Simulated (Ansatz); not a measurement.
CH7AlGeO2, singlet, geometry from GFN2-xTB (such geometries of metal compounds can be far from the true shape); CASSCF(6,4)/STO-3G (Ansatz, an electronic-structure program).

Here is a job for Ansatz.
Ansatz 0.2 input:
```yaml
crystal:
  periodic: [false, false, false]
  atoms:
    - {symbol: Ge, position_ang: [1.39434002, -0.83773267, 0.21615585]}
    - {symbol: C, position_ang: [-0.12558858, -0.57513966, -0.98976670]}
    - {symbol: Al, position_ang: [-1.33213155, 0.80409523, -0.20093720]}
    - {symbol: O, position_ang: [-0.99877288, 2.37197586, -0.56101398]}
    - {symbol: O, position_ang: [-2.47924668, 0.27128150, 0.84752326]}
    - {symbol: H, position_ang: [2.35590241, -1.87166893, -0.31518697]}
    - {symbol: H, position_ang: [0.97891706, -1.31030622, 1.57437147]}
    - {symbol: H, position_ang: [2.19272874, 0.41201224, 0.41953917]}
    - {symbol: H, position_ang: [0.25145016, -0.26186803, -1.96437463]}
    - {symbol: H, position_ang: [-0.64112505, -1.52837319, -1.11516985]}
    - {symbol: H, position_ang: [-0.76145388, 3.26864691, -0.74113953]}
    - {symbol: H, position_ang: [-3.09990191, -0.04945612, 1.48368279]}
basis:
  gaussian:
    orbitals: STO-3G
hamiltonian:
  xc: hf
magnetization: {spin_polarized: false}
correlation: {active_space: {window: {electrons: 6, orbitals: 4}}}
```

Output, abridged:

```
Functional definition: HF
583 factors; integrals over basis functions are off by at most 7.0e-5 eV
mean field evaluation 1: about -67480.3725 eV, gradient 3.1e1 eV
mean field evaluation 2: about -67480.4426 eV, gradient 3.1e1 eV
mean field evaluation 4: about -67483.7098 eV, gradient 1.4e0 eV
mean field evaluation 8: about -67483.7199 eV, gradient 3.2e-5 eV
mean field -67483.71994943 eV, -2479.9809660332 hartree, gradient 1.3e-6 eV, S^2 0.000000; 0 other end points of the search recorded, 0 dependent functions left out
reference -67483.71994943 eV, -2479.9809660332 hartree; 37, 37 occupied and 12, 12 virtual orbitals, 583 factors
state -67484.08610062 eV, -2479.9944218414 hartree
Total energy: -67484.08610062 eV, -2479.9944218414 hartree
```
